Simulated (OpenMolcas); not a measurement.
d1 ions of charge +4 down a group with 4 chloride ligands in tetrahedral coordination

```json
{
  "Program": "OpenMolcas",
  "Method": "SS-CASPT2, IPEA 0.25 Eh, imaginary shift 0.1 Eh",
  "Spin-orbit coupling": "RASSI with atomic mean-field integrals over the reference wave functions"
}
```

The d shell is active; CASPT2 correlates the ligand valence shells and the outer metal core. Anionic complexes are neutralised by point charges behind the ligands. Distances were set from a Shannon-type radius of the metal (high-spin where two are listed) plus a fixed donor radius (Cl 1.76 Å). Ligand basis ANO-RCC-VTZP, DKH2 Hamiltonian. States (labels of Td). Energies in cm-1 above the lowest state or level, χT in cm3 K/mol; 10Dq is the gap between the two states; 10Dq is negative for this site. Spin-only χT is S(S+1) / 2 for the spin of the ground state.

```csv
Ion,Shell,R (Å),Metal basis,Ground state,First state of that spin,10Dq,First gap with spin-orbit (degeneracies),χT at 300 K,Spin-only χT
V4+,3d1,2.21,ANO-RCC-VTZP,2E,2T2 9150,-9147,"9120 (4, 4)",0.375,0.375
Nb4+,4d1,2.31,ANO-RCC-VTZP,2E,2T2 9150,-9153,"9120 (4, 4)",0.335,0.375
```

|10Dq| changes by a factor of 9153 / 9147 = 1.00 from V4+ to Nb4+.

χT departs most from the spin-only value for Nb4+, by -0.040 cm3 K/mol.

Roots that are degenerate in the reference are averaged as groups; the widest CASPT2 spread within a group is 23 cm-1 (the 3-fold group of multiplicity 2 near 9150 cm-1 above the lowest state of its run, V4+). Shifts and gaps below about the spread of the groups concerned are not significant. Over all roots computed the reference weight is 0.67 in V4+, 0.70 in Nb4+; a low but even weight reflects the number of correlated electrons. An orbital doublet at a regular site is open to a Jahn-Teller distortion, which this geometry leaves out. Ligand-to-metal charge-transfer states are missing. With one d shell and no ligand orbital active, 10Dq can be off by a tenth or more. The least metal-like active orbital is 77 % on the metal (Löwdin) and no ligand orbital is active, so the numbers are rough (holds for V4+). The least metal-like active orbital is 66 % on the metal (Löwdin) and no ligand orbital is active, so the numbers are rough (holds for Nb4+). No measured value stands beside these numbers; the geometry is a model, was not optimised and need not be the one that this ion takes.
